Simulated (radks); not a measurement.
Q: These are the eigenvalues of the occupied orbitals of an atom or ion with whole-number occupations (hartree). Calculated with a radial shooting solver on a logarithmic mesh with Libxc functionals: scalar-relativistic Kohn-Sham, r2SCAN, spin-polarised, spherical densities, finite nucleus; meta-GGA in the generalised Kohn-Sham scheme; Fermi nuclear charge, rms radius of each element as measured or else 0.836 A^(1/3) + 0.57 fm.

1s up: -2484.831
1s down: -2484.816
2s up: -433.2189
2s down: -433.2158
2p up: -380.3819
2p down: -380.3724
3s up: -104.5488
3s down: -104.5159
3p up: -88.75594
3p down: -88.72055
3d up: -70.29306
3d down: -70.26351
4s up: -26.58278
4s down: -26.51400
4p up: -21.36621
4p down: -21.29895
4d up: -14.64947
4d down: -14.57854
5s up: -8.54950
5s down: -8.34746
4f up: -7.17718
4f down: -7.09292
5p up: -7.06132

Which element is it, and in what charge state? The configuration may be excited. Open shells, if any, are filled with parallel spins first.

A: Z = 73, tantalum, charge +10: Ta10+ in [Kr] 4d10 4f13 5s2 5p2. The list shows which subshells hold electrons but not how many an open one holds; the 1s level, -2484.8 hartree, gives Z - s = 70.5 by -(Z - s)^2/2, which with screening and relativity narrows Z to a few neighbours, and the depths of the outer levels then fix element, charge and occupations together.
